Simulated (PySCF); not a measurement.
One of the candidates below gave these computed data.

All candidates are C7H8FN.

| technique | computed result |
| --- | --- |
| 1H NMR | chemical shifts (computed TMS as zero) by class: 7.10 (1 H), 7.06 (1 H), 6.64 (1 H), 3.25 (2 H), 2.18 (3 H) ppm [GIAO PBE0/pcSseg-1] |
| NMR, other nuclei | isotropic shieldings of nuclei other than C and H, by class: 196 (1 N), 305 (1 F) ppm [GIAO PBE0/pcSseg-1] |
| Rotational structure | rotational constants A, B, C: 3.043, 1.300, 0.917 GHz [GFN2-xTB] |
| Dipole | 3.30 D [PBE0/def2-SVPD] |
| Polarisability | 90.1 au [PBE0/def2-SVPD] |
| 13C NMR | chemical shifts (computed TMS as zero) by class: 164.7 (1 C), 146.0 (1 C), 125.0 (1 C), 123.0 (1 C), 119.7 (1 C), 117.4 (1 C), 20.2 (1 C) ppm [GIAO PBE0/pcSseg-1] |
| UV, first state | lowest singlet excitation: 4.68 eV (265 nm, f = 0.062) [TDDFT PBE0/def2-SVPD] |
| Triplet | lowest triplet excitation (Tamm–Dancoff): 3.71 eV [TDA PBE0/def2-SVPD] |
| UV, strongest line | among the 6 lowest singlet transitions: S3 at 5.65 eV (220 nm, f = 0.106) [TDDFT PBE0/def2-SVPD] |

The electronic properties come from PySCF, for the isolated species, density fitting. Levels stand in brackets. Geometry: GFN2-xTB; no solvent, vibrations or thermal averaging. NMR values are class means; diastereotopic atoms form classes of their own.

Question: Which candidate is it?
A. `C#CC1=C(F)N(C)CC1`
B. `Cc1cc(F)ccc1N`
C. `C=CC/C(F)=C(\C)C#N`

Answer: B. It is `Cc1cc(F)ccc1N`. Numbering: `[CH3:1][c:2]1[cH:3][c:4]([F:5])[cH:6][cH:7][c:8]1[NH2:9]`. Its formula, C7H8FN, gives 4 degrees of unsaturation: 1 ring and 3 π bonds in the structure found (Kekulé form). 7 carbons fall into 7 classes; from least to most shielded: aromatic C–F carbon [C4] (164.7 ppm), aromatic carbon bearing nitrogen [C8] (146.0 ppm), substituted aromatic carbon [C2] (125.0 ppm), aromatic CH carbon [C3] (123.0 ppm), aromatic CH carbon [C6] (119.7 ppm), aromatic CH carbon [C7] (117.4 ppm), benzylic-type carbon [C1] (20.2 ppm). Hydrogen classes from least to most shielded: 1 H on an aromatic CH carbon, C3 (7.10 ppm), 1 H on an aromatic CH carbon, C6 (7.06 ppm), 1 H on an aromatic CH carbon, C7 (6.64 ppm), 2 H on an aniline-type nitrogen, N9 (3.25 ppm), 3 H on a benzylic-type carbon, C1 (2.18 ppm). The other shieldings belong to: 196 ppm, aniline-type nitrogen [N9]; 305 ppm, aryl fluorine [F5]. By its constants the optimised geometry is an asymmetric top.

The others, at the same levels:
- `C=CC/C(F)=C(\C)C#N` fails: its computed 13C shifts are 181.5 (1 C), 138.5 (1 C), 126.7 (1 C), 120.7 (1 C), 95.1 (1 C), 42.1 (1 C), 15.0 (1 C) ppm, 1H shifts are 5.96 (1 H), 5.63 (1 H), 5.46 (1 H), 3.22 (2 H), 1.85 (3 H) ppm and rotational constant A is 2.889 GHz (against 3.043 GHz).
- `C#CC1=C(F)N(C)CC1` fails: its computed 13C shifts are 175.1 (1 C), 89.1 (1 C), 81.2 (1 C), 70.5 (1 C), 52.0 (1 C), 35.2 (1 C), 31.0 (1 C) ppm and 1H shifts are 3.18 (2 H), 2.79 (1 H), 2.74 (2 H), 2.66 (3 H) ppm.

Each candidate is one conformer, not necessarily the lowest. The conformers computed, where there is a choice (atom-mapped SMILES and torsion angles):
- `[CH3:1][c:2]1[cH:3][c:4]([F:5])[cH:6][cH:7][c:8]1[NH2:9]`: H–N9–C8–C7 156°, H–N9–C8–C7 19°
- `[CH2:1]=[CH:2][CH2:3]/[C:4]([F:5])=[C:6](\[CH3:7])[C:8]#[N:9]`: C1–C2–C3–C4 -129°, C2–C3–C4–F5 -103°

The conformers of `C#CC1=C(F)N(C)CC1` aren't listed.
